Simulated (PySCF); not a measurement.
# `C[C@H]1[C@@H](O)C[Si@]1(C)F`, C₅H₁₁FOSi

Molfile (atoms numbered from 1):
```
C5H11FOSi
     RDKit          3D

 19 19  0  0  0  0  0  0  0  0999 V2000
   -1.2399    0.2913    1.5649 C   0  0  0  0  0  0  0  0  0  0  0  0
   -0.5657   -0.6752    0.6030 C   0  0  1  0  0  0  0  0  0  0  0  0
   -1.0685   -0.6259   -0.8702 C   0  0  1  0  0  0  0  0  0  0  0  0
   -1.5413    0.6440   -1.2483 O   0  0  0  0  0  0  0  0  0  0  0  0
    0.2701   -0.8630   -1.5980 C   0  0  0  0  0  0  0  0  0  0  0  0
    1.2277   -0.4157   -0.0140 Si  0  0  1  0  0  4  0  0  0  0  0  0
    2.1059    1.2432    0.1786 C   0  0  0  0  0  0  0  0  0  0  0  0
    2.2500   -1.5822    0.4912 F   0  0  0  0  0  0  0  0  0  0  0  0
   -2.3049    0.0726    1.6570 H   0  0  0  0  0  0  0  0  0  0  0  0
   -0.7923    0.2060    2.5519 H   0  0  0  0  0  0  0  0  0  0  0  0
   -1.1198    1.3180    1.2259 H   0  0  0  0  0  0  0  0  0  0  0  0
   -0.6985   -1.6929    0.9787 H   0  0  0  0  0  0  0  0  0  0  0  0
   -1.8322   -1.3867   -1.0887 H   0  0  0  0  0  0  0  0  0  0  0  0
   -2.3094    0.8580   -0.7080 H   0  0  0  0  0  0  0  0  0  0  0  0
    0.3800   -1.8966   -1.9153 H   0  0  0  0  0  0  0  0  0  0  0  0
    0.3579   -0.2263   -2.4726 H   0  0  0  0  0  0  0  0  0  0  0  0
    2.3406    1.4365    1.2211 H   0  0  0  0  0  0  0  0  0  0  0  0
    1.4918    2.0586   -0.1877 H   0  0  0  0  0  0  0  0  0  0  0  0
    3.0385    1.2455   -0.3770 H   0  0  0  0  0  0  0  0  0  0  0  0
  1  2  1  0
  2  3  1  0
  3  4  1  0
  3  5  1  0
  5  6  1  0
  6  7  1  0
  6  8  1  1
  6  2  1  0
  1  9  1  0
  1 10  1  0
  1 11  1  0
  2 12  1  1
  3 13  1  1
  4 14  1  0
  5 15  1  0
  5 16  1  0
  7 17  1  0
  7 18  1  0
  7 19  1  0
M  END
```

Theory: PySCF 2.14.0, TDDFT PBE0/def2-SVPD circular dichroism and optical rotation, one conformer, gas phase. Geometry: GFN2-xTB.

The molecule is flexible and this is one conformer; a measurement averages over conformers. States above about 7.4 eV (minus the energy of the highest occupied orbital) lie near or above the ionisation threshold and depend on the basis.

Task: Draw the ECD and absorption spectra from the lowest 16 states, each a Gaussian of half-width 0.25 eV at 1/e height.

Result: 
```tsv
E (eV)	λ (nm)	Δε (L mol⁻¹ cm⁻¹)	ε (L mol⁻¹ cm⁻¹)
5.97	208	-0.03	1.13
6.07	204	-0.15	4.76
6.17	201	-0.45	14.6
6.27	198	-1.00	33
6.37	195	-1.59	56.7
6.47	192	-1.74	86.1
6.57	189	-0.78	157
6.67	186	+2.04	364
6.77	183	+7.24	792
6.87	181	+13.27	1370
6.97	178	+15.10	1860
7.07	175	+7.64	2120
7.17	173	-8.28	2300
7.27	171	-25.63	2650
7.37	168	-37.17	3260
7.47	166	-38.97	4100
7.57	164	-29.13	5140
7.67	162	-9.35	6160
7.77	160	+11.72	6850
7.87	158	+23.79	7120
7.97	156	+24.39	7150
8.07	154	+17.30	7090
8.17	152	+5.33	6920
8.27	150	-10.16	6600
8.37	148	-25.89	6290
```
Δε uses R in velocity form, ε uses f in length form. Only the states computed contribute, so the short-wavelength end is incomplete.
